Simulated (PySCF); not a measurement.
Potential energy surface of CH3 (cation, charge +1), singlet: map of symmetric stretch and umbrella angle. Scanned: C-H bond length and angle between the C-H bonds and the threefold axis (90 = planar).

Cartesian coordinates as functions of the variables (Å; names that start with a are angles):
```
C  0  0  0
H  r*sin(a)*cos(0*2*pi/3+0)  r*sin(a)*sin(0*2*pi/3+0)  0+r*cos(a)
H  r*sin(a)*cos(1*2*pi/3+0)  r*sin(a)*sin(1*2*pi/3+0)  0+r*cos(a)
H  r*sin(a)*cos(2*2*pi/3+0)  r*sin(a)*sin(2*2*pi/3+0)  0+r*cos(a)
```

Computed with RHF/cc-pVDZ (PySCF 2.14.0).

Energy in kcal/mol above the lowest grid point; x is the C-H bond length (Å), y the angle between the C-H bonds and the threefold axis (90 = planar) (°).

| y \ x | 0.96 | 1.01 | 1.06 | 1.11 | 1.16 | 1.21 | 1.26 | 1.31 | 1.36 |
|---|---|---|---|---|---|---|---|---|---|
| 130 | 175.3 | 153.4 | 141.5 | 137.2 | 138.8 | 144.8 | 154.1 | 165.7 | 178.9 |
| 126 | 146.0 | 124.6 | 113.4 | 109.8 | 112.1 | 118.7 | 128.6 | 140.9 | 154.8 |
| 122 | 120.4 | 99.6 | 88.9 | 85.9 | 88.8 | 96.1 | 106.6 | 119.5 | 134.0 |
| 118 | 98.3 | 77.9 | 67.7 | 65.3 | 68.7 | 76.5 | 87.6 | 101.0 | 116.1 |
| 114 | 79.3 | 59.4 | 49.7 | 47.7 | 51.6 | 59.9 | 71.4 | 85.3 | 100.9 |
| 110 | 63.5 | 43.9 | 34.5 | 33.0 | 37.3 | 46.0 | 58.0 | 72.3 | 88.2 |
| 106 | 50.6 | 31.3 | 22.3 | 21.0 | 25.7 | 34.7 | 47.0 | 61.7 | 78.0 |
| 102 | 40.5 | 21.5 | 12.8 | 11.8 | 16.7 | 26.0 | 38.6 | 53.6 | 70.2 |
| 98 | 33.4 | 14.6 | 6.0 | 5.2 | 10.3 | 19.9 | 32.6 | 47.8 | 64.6 |
| 94 | 29.1 | 10.4 | 2.0 | 1.3 | 6.5 | 16.2 | 29.1 | 44.3 | 61.2 |
| 90 | 27.7 | 9.1 | 0.6 | 0.0 | 5.3 | 14.9 | 27.9 | 43.2 | 60.1 |

Points that lie below all their neighbours on the grid: x = 1.11, y = 90 on the edge of the grid (0.0 kcal/mol).
